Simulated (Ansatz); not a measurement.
`[NH][Si](F)(F)F`, charge 0, multiplicity 2.

Question: Give a relaxed structure at PBE0-D4/def2-TZVP (Ansatz 0.2.0). (Estimate.)

Answer: Computed: 
Cartesian coordinates in Å:
```
N 0.661 -1.191 0.088
Si -0.090 0.336 -0.186
F 0.398 0.916 -1.558
F 0.287 1.373 0.936
F -1.656 0.200 -0.250
H 0.401 -1.635 0.970
```
Point group Cs.
